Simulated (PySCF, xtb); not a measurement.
C4H4OSe, SMILES C1(=C)C(C[Se]1)=O.

Harmonic wavenumbers (cm⁻¹) from GFN2-xTB run with xtb at its own minimum, in rising order: 72, 234, 259, 387, 404, 500, 610, 634, 659, 791, 806, 877, 979, 1000, 1106, 1125, 1357, 1380, 1632, 1808, 2975, 2980, 3088, 3123.

Question: What does PBE-D3(BJ)/def2-SVP (PySCF) give at its own minimum? (An estimate is asked for; the answer gives what the named calculation found.)

Answer: 89, 242, 291, 393, 409, 546, 585, 649, 667, 759, 820, 851, 1014, 1015, 1106, 1140, 1335, 1353, 1627, 1810, 3015, 3080, 3090, 3188. Paired by order, the mean absolute difference is 23 cm⁻¹ and the zero-point energies are 41.2 and 41.6 kcal/mol.
